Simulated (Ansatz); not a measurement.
`C#CCCCCc1ccc(-c2ccccc2)cc1`. The state is a singlet with charge 0. Geometry PBE-D4/def2-SVP; atoms count from 1.

```xyz
36

C     4.078   -4.124   -1.650
C     3.825   -3.009   -2.085
C     3.521   -1.667   -2.572
C     3.098   -0.683   -1.464
C     2.815    0.720   -2.003
C     2.388    1.736   -0.924
C     1.061    1.412   -0.277
C    -0.151    1.773   -0.899
C    -1.387    1.442   -0.331
C    -1.462    0.728    0.886
C    -2.771    0.377    1.492
C    -3.878    1.252    1.395
C    -5.112    0.919    1.968
C    -5.271   -0.297    2.651
C    -4.181   -1.177    2.756
C    -2.946   -0.843    2.184
C    -0.247    0.367    1.509
C     0.986    0.703    0.938
H     4.302   -5.112   -1.274
H     2.715   -1.729   -3.338
H     4.411   -1.264   -3.109
H     2.200   -1.084   -0.948
H     3.900   -0.638   -0.695
H     3.723    1.107   -2.517
H     2.023    0.664   -2.782
H     3.178    1.793   -0.145
H     2.332    2.743   -1.390
H    -0.125    2.324   -1.853
H    -2.315    1.720   -0.853
H    -3.757    2.220    0.885
H    -5.957    1.621    1.887
H    -6.240   -0.558    3.101
H    -4.296   -2.137    3.282
H    -2.107   -1.553    2.248
H    -0.271   -0.164    2.473
H     1.917    0.419    1.455
```

Single mean-field runs in def2-TZVP are fitted with def2-universal-jkfit.

(1) Estimate the Mulliken populations of the heavy atoms from the PBE0/def2-TZVP orbitals of Ansatz.

(2) And the Mayer bond orders between bonded heavy atoms (over 0.3)?

Answers

(1) 
| atom | charge (e) |
| --- | --- |
| C1 | -0.14 |
| C2 | 0.00 |
| C3 | -0.33 |
| C4 | -0.23 |
| C5 | -0.18 |
| C6 | -0.22 |
| C7 | 0.19 |
| C8 | -0.22 |
| C9 | -0.20 |
| C10 | 0.17 |
| C11 | 0.15 |
| C12 | -0.22 |
| C13 | -0.12 |
| C14 | -0.12 |
| C15 | -0.12 |
| C16 | -0.21 |
| C17 | -0.19 |
| C18 | -0.22 |
Mulliken values and Mayer orders depend strongly on the basis.

(2) C1–C2 2.70 (1.22 Å); C2–C3 1.22 (1.46 Å); C3–C4 1.02 (1.54 Å); C4–C5 1.04 (1.53 Å); C5–C6 0.99 (1.54 Å); C6–C7 0.90 (1.51 Å); C7–C8 1.36 (1.41 Å); C7–C18 1.37 (1.41 Å); C8–C9 1.46 (1.40 Å); C9–C10 1.37 (1.41 Å); C10–C11 0.88 (1.48 Å); C10–C17 1.37 (1.41 Å); C11–C12 1.39 (1.41 Å); C11–C16 1.39 (1.41 Å); C12–C13 1.46 (1.40 Å); C13–C14 1.42 (1.40 Å); C14–C15 1.42 (1.40 Å); C15–C16 1.46 (1.40 Å); C17–C18 1.44 (1.40 Å).
